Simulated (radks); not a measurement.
Values are calculated unless marked as measured or tabulated.
Initial-state core-level shifts of neutral gold when its valence configuration changes from [Xe] 4f14 5d10 6s1. Level of theory: Dirac Kohn-Sham, LDA (Slater exchange, Perdew-Wang correlation), spin-unpolarised, spherical densities, point nucleus; open shells are shared between the two j in proportion to 2j + 1 (a radial shooting solver on a logarithmic mesh with Libxc functionals). Shifts are changes of the shell-averaged eigenvalues in eV (positive: less bound).

[
 {"valence": "4f14 5d9.5 6s1.5", "1s": "-1.406", "2p": "-1.469", "4d": "-1.452", "5p": "-1.319"},
 {"valence": "4f14 5d9.5 6s1 6p0.5", "1s": "-2.507", "2p": "-2.545", "4d": "-2.537", "5p": "-2.421"},
 {"valence": "4f14 5d9 6s2", "1s": "-2.893", "2p": "-3.025", "4d": "-2.984", "5p": "-2.699"},
 {"valence": "4f13 5d10 6s1 6p1", "1s": "-17.158", "2p": "-18.282", "4d": "-17.035", "5p": "-7.715"},
 {"valence": "4f14 5d7.5 6s1.5 6p2", "1s": "-11.590", "2p": "-11.887", "4d": "-11.749", "5p": "-10.850"},
 {"valence": "4f14 5d10 6p1", "1s": "-2.108", "2p": "-2.054", "4d": "-2.075", "5p": "-2.116"},
 {"valence": "4f13 5d10 6s2", "1s": "-15.015", "2p": "-16.187", "4d": "-14.921", "5p": "-5.581"},
 {"valence": "4f13 5d7.5 6s1.5 6p3", "1s": "-29.435", "2p": "-30.947", "4d": "-29.428", "5p": "-18.841"},
 {"valence": "4f13.5 5d9.5 6s1.5 6p0.5", "1s": "-10.001", "2p": "-10.622", "4d": "-10.009", "5p": "-5.248"}
]
